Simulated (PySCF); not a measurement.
Input of a run (PBE0-D3(BJ)/def2-SVP geometry optimisation, gas phase, def2 core potentials past Kr (PySCF 2.14.0)), started from GFN2-xTB:
```
{"job": {"xc": "PBE0", "basis": "def2-SVP", "d3": "d3bj", "grid": 1, "maxiter": 40, "shake": 0.03, "kind": "geom"}, "charge": 0, "multiplicity": 1}
Sn     1.352110     0.852710     0.941070
H      1.712170     2.514540     0.971590
H      0.690910     0.495480     2.406340
H      2.740050     0.037680     0.595000
C     -0.213390     0.601990    -0.615580
Sn    -1.182080    -1.284420    -0.587190
H     -0.065460    -2.542860    -0.365750
H     -1.902860    -1.530220    -2.038030
H     -2.288890    -1.372900     0.697110
H      0.252980     0.766570    -1.523580
H     -0.997490     1.375930    -0.450080
```

Output (energies in Eh, forces in Eh/bohr):
```
step   0  E = -471.36329504  max force = 0.059229
step   1  E = -471.37257476  max force = 0.007209
step   2  E = -471.37357576  max force = 0.002874
step   3  E = -471.37373398  max force = 0.001146
step   4  E = -471.37376632  max force = 0.000563
step   5  E = -471.37377234  max force = 0.000291
optimisation converged
```

**Question.** Summarise the run.

**Answer.** The energy falls by 0.285 eV over 6 energy and gradient evaluations, the largest force component goes from 0.0592 to 2.9e-04 Eh/bohr, and the atoms move by 0.075 Å rms after alignment. The bond that changes most is Sn6–H8 (ends: tin bonded to C and 3 H; hydrogen on tin), which lengthens by 0.078 Å. Bonds longer at the end by more than 0.005 Å: 8 of 10; shorter: 2. Among the angles that change most is H3–Sn1–H4, from 114.7° to 109.0°. The energy never rose by more than 1e-6 Eh on the way. The first step brought 89 % of the lowering.

**Question.** What are the final bond lengths?

**Answer.** Sn1–H2 1.716 Å, Sn1–H3 1.716 Å, Sn1–H4 1.715 Å, Sn1–C5 2.154 Å, C5–Sn6 2.154 Å, C5–H10 1.101 Å, C5–H11 1.101 Å, Sn6–H7 1.716 Å, Sn6–H8 1.717 Å, Sn6–H9 1.715 Å. Numbering counts from 1 in the input's order; the species is (H3Sn)2CH2, CH8Sn2.

The run used 106 basis functions and 38 SCF cycles in all. The run took 32 s on Arm Neoverse V2, one thread, no GPU, shared host with 96 logical CPUs at a one-minute load of 75, and the process peaked at 0.42 GiB of memory.

No PBE0-D3(BJ)/def2-SVP frequencies stand behind this structure, so it isn't proved a minimum.
